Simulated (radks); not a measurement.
Values are calculated unless marked as measured or tabulated.
Species: Ag XXI. Configuration: [Ar] 3d9. Level of theory: scalar-relativistic Kohn-Sham, r2SCAN, spin-polarised, spherical densities, finite nucleus; open shells are filled with parallel spins first (spin-orbit coupling, left out, can overturn this in heavy ions); meta-GGA in the generalised Kohn-Sham scheme; Fermi nuclear charge, rms radius 4.5454 fm (a radial shooting solver on a logarithmic mesh with Libxc functionals).

Normalised radial functions P(r) = r R(r), r in bohr:

r,3s down,3d up
0.001071,0.1169,0.0000
0.001373,0.1453,0.0000
0.001745,0.1787,0.0000
0.002236,0.2201,0.0000
0.002842,0.2674,0.0001
0.003642,0.3240,0.0002
0.00463,0.3856,0.0003
0.005934,0.4543,0.0007
0.007604,0.5238,0.0013
0.009666,0.5845,0.0026
0.01239,0.6285,0.0051
0.01575,0.6367,0.0098
0.02018,0.5878,0.0190
0.02565,0.4621,0.0355
0.03287,0.2325,0.0665
0.04212,-0.0995,0.1214
0.05355,-0.4844,0.2103
0.06862,-0.8592,0.3560
0.08724,-1.0636,0.5642
0.1118,-0.9517,0.8531
0.1421,-0.4423,1.1833
0.1821,0.4193,1.5162
0.2334,1.3199,1.7412
0.2967,1.8445,1.7554
0.3802,1.7941,1.5121
0.4833,1.2845,1.0884
0.6193,0.6495,0.6105
0.7873,0.2290,0.2602
1.009,0.0481,0.0731
1.293,0.0055,0.0124
1.644,0.0003,0.0012
2.106,0.0000,0.0000

3s down: eigenvalue -1249.2 eV, 2 radial nodes at r = 0.0394, 0.163 bohr, <r> = 0.360 bohr, 90 % of the charge inside 0.528 bohr. 3d up: eigenvalue -925.43 eV, 0 radial nodes, <r> = 0.330 bohr, 90 % of the charge inside 0.516 bohr.
